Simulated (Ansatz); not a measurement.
Cost and result for the atomization energy of CH9BOSi2 (`[SiH3]BOC[SiH3]`) (14 atoms, 13 bonds).

```xyz
14

Si   -2.297    1.117    1.323
B    -0.607    0.361    0.504
O    -0.666   -0.220   -0.700
C     0.460   -0.789   -1.364
Si    2.166   -0.673   -0.535
H    -2.096    2.553    1.670
H    -2.603    0.400    2.595
H    -3.482    1.010    0.428
H     0.453    0.419    1.081
H     0.234   -1.845   -1.546
H     0.527   -0.320   -2.351
H     2.233   -1.415    0.749
H     2.604    0.731   -0.338
H     3.075   -1.329   -1.516
```

Charge 0, multiplicity 1. All single points use the PBE0-D4/def2-TZVP geometry. It is one conformer, not always the lowest. Program: Ansatz. All runs use 4 threads of an Arm Neoverse V1 on a shared host. Times are those of one run each, without the atoms' runs, and a repeat can differ threefold. Electronic energies, without spin–orbit coupling; frozen cores. CCSD(T)/CBS adds CCSD(T) − MP2 in def2-TZVPP to the MP2 limit, and its time is that of the two runs behind it. T1 = 0.015. B3LYP takes the VWN-RPA correlation (the form of Gaussian; ORCA's B3LYP/G).

CCSD(T)/CBS is a level of theory with its own doubt, some kJ/mol a heavy atom from the limit and from the frozen cores, so smaller differences don't rank the functionals.

| level | functions | wall time |
| --- | --- | --- |
| PBE-D4/def2-TZVPP (with forces) | 303 | 4 s |
| PBE0-D4/def2-TZVPP | 303 | 4.7 s |
| r2SCAN-D4/def2-TZVPP (with forces) | 303 | 7.5 s |
| B3LYP-D4/def2-TZVPP (with forces) | 303 | 7.5 s |
| B2PLYP/def2-TZVPP | 303 | 8.5 s |
| ωB97X-V/def2-TZVPP | 303 | 12 s |
| ωB97M-V/def2-TZVPP (with forces) | 303 | 18 s |
| MP2/def2-QZVPP | 581 | 46 s |
| CCSD(T)/def2-TZVPP | 303 | 18 min |
| CCSD(T)/CBS(def2) | – | 19 min |

Problem. What atomization energy does each give, and how far from CCSD(T)/CBS? (Estimate.)

Solution. Computed: 
```
                             level  atomization (kcal/mol)  difference from CCSD(T)/CBS  per bond
   PBE-D4/def2-TZVPP (with forces)                  1134.2                          5.6       0.4
                PBE0-D4/def2-TZVPP                  1123.4                         -5.2      -0.4
r2SCAN-D4/def2-TZVPP (with forces)                  1131.9                          3.3       0.3
 B3LYP-D4/def2-TZVPP (with forces)                  1131.3                          2.7       0.2
                 B2PLYP/def2-TZVPP                  1116.7                        -11.9      -0.9
                ωB97X-V/def2-TZVPP                  1136.3                          7.7       0.6
  ωB97M-V/def2-TZVPP (with forces)                  1132.6                          4.0       0.3
                    MP2/def2-QZVPP                  1121.8                         -6.8      -0.5
                CCSD(T)/def2-TZVPP                  1102.3                        -26.3      -2.0
                 CCSD(T)/CBS(def2)                  1128.6                          0.0       0.0
```

The D4 term adds +10.8 kcal/mol with B3LYP and +5.7 kcal/mol with PBE0; it sums over pairs of atoms, weighted by their polarisabilities, and B3LYP, whose exchange is more repulsive, gets the larger term. In def2-TZVPP, CCSD(T) changes the Hartree–Fock value by +248.5 kcal/mol (the triples alone add +12.4 kcal/mol) and MP2 by +252.3 kcal/mol; breaking electron pairs costs correlation energy, which Hartree–Fock lacks. From PBE to PBE0 (25 % exact exchange), in def2-TZVPP and without D4, the atomization energy moves by −9.8 kcal/mol: exact exchange takes away binding that semilocal exchange gives to molecules.
